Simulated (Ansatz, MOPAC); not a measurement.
System: C4H9O, net charge 0, doublet state. SMILES: [CH](O)C(C)C

Atoms: C1, C2, C3, C4, O5, H6, H7, H8, H9, H10, H11, H12, H13, H14. Bonds: C1-C2, C1-H6, C1-H7, C1-H8, C2-C3, C2-C4, C2-H9, C3-H10, C3-H11, C3-H12, C4-O5, C4-H13, O5-H14.

Bond lengths (Å) and angles (degrees) optimised at AM1 with MOPAC; PM3 with MOPAC; PM6 with MOPAC; HF/3-21G with Ansatz (a first-principles code); PBE/6-31G* with Ansatz; MP2/6-31G* with Ansatz, each started from the B3LYP-D3(BJ)/def2-TZVP structure (Ansatz) of the last column. A row stands for all coordinates that are equal there; 13 of 29 kinds are shown. 6-31G* holds six Cartesian d functions. No wavenumbers were computed at PBE/6-31G*, MP2/6-31G*, so these may be saddle points.

```json
[
 {"coordinate": "C1-C2", "AM1": "1.517", "PM3": "1.522", "PM6": "1.535", "HF/3-21G": "1.538", "PBE/6-31G*": "1.537", "MP2/6-31G*": "1.528", "B3LYP-D3(BJ)/def2-TZVP": "1.529"},
 {"coordinate": "C1-H6", "AM1": "1.116", "PM3": "1.097", "PM6": "1.095", "HF/3-21G": "1.084", "PBE/6-31G*": "1.103", "MP2/6-31G*": "1.094", "B3LYP-D3(BJ)/def2-TZVP": "1.091"},
 {"coordinate": "C1-H8", "AM1": "1.116", "PM3": "1.098", "PM6": "1.095", "HF/3-21G": "1.085", "PBE/6-31G*": "1.105", "MP2/6-31G*": "1.095", "B3LYP-D3(BJ)/def2-TZVP": "1.093"},
 {"coordinate": "C2-C3", "AM1": "1.517", "PM3": "1.522", "PM6": "1.535", "HF/3-21G": "1.546", "PBE/6-31G*": "1.549", "MP2/6-31G*": "1.535", "B3LYP-D3(BJ)/def2-TZVP": "1.541"},
 {"coordinate": "C2-C4", "AM1": "1.480", "PM3": "1.490", "PM6": "1.489", "HF/3-21G": "1.501", "PBE/6-31G*": "1.497", "MP2/6-31G*": "1.493", "B3LYP-D3(BJ)/def2-TZVP": "1.488"},
 {"coordinate": "C2-H9", "AM1": "1.128", "PM3": "1.118", "PM6": "1.123", "HF/3-21G": "1.084", "PBE/6-31G*": "1.110", "MP2/6-31G*": "1.098", "B3LYP-D3(BJ)/def2-TZVP": "1.097"},
 {"coordinate": "C3-H11", "AM1": "1.116", "PM3": "1.097", "PM6": "1.096", "HF/3-21G": "1.082", "PBE/6-31G*": "1.102", "MP2/6-31G*": "1.092", "B3LYP-D3(BJ)/def2-TZVP": "1.090"},
 {"coordinate": "C4-O5", "AM1": "1.358", "PM3": "1.345", "PM6": "1.355", "HF/3-21G": "1.399", "PBE/6-31G*": "1.385", "MP2/6-31G*": "1.382", "B3LYP-D3(BJ)/def2-TZVP": "1.374"},
 {"coordinate": "C1-C2-C3", "AM1": "110.6", "PM3": "110.7", "PM6": "111.2", "HF/3-21G": "111.2", "PBE/6-31G*": "111.3", "MP2/6-31G*": "111.3", "B3LYP-D3(BJ)/def2-TZVP": "111.1"},
 {"coordinate": "C1-C2-C4", "AM1": "110.0", "PM3": "109.3", "PM6": "109.9", "HF/3-21G": "110.1", "PBE/6-31G*": "110.3", "MP2/6-31G*": "110.3", "B3LYP-D3(BJ)/def2-TZVP": "110.4"},
 {"coordinate": "C3-C2-C4", "AM1": "110.0", "PM3": "109.3", "PM6": "109.9", "HF/3-21G": "110.0", "PBE/6-31G*": "112.2", "MP2/6-31G*": "111.5", "B3LYP-D3(BJ)/def2-TZVP": "111.9"},
 {"coordinate": "C2-C4-O5", "AM1": "115.6", "PM3": "115.9", "PM6": "113.3", "HF/3-21G": "112.7", "PBE/6-31G*": "114.3", "MP2/6-31G*": "113.2", "B3LYP-D3(BJ)/def2-TZVP": "114.9"},
 {"coordinate": "C2-C1-H6", "AM1": "109.9 to 110.6", "PM3": "111.1 to 111.7", "PM6": "111.1 to 111.8", "HF/3-21G": "110.3 to 110.8", "PBE/6-31G*": "110.8 to 111.1", "MP2/6-31G*": "110.6 to 110.8", "B3LYP-D3(BJ)/def2-TZVP": "110.7"}
]
```

A range marks coordinates that this level makes unequal.

Mean signed difference of all 13 bond lengths from B3LYP-D3(BJ)/def2-TZVP: AM1 0.010 Å, PM3 0.000 Å, PM6 0.002 Å, HF/3-21G -0.001 Å, PBE/6-31G* 0.012 Å, MP2/6-31G* 0.003 Å.
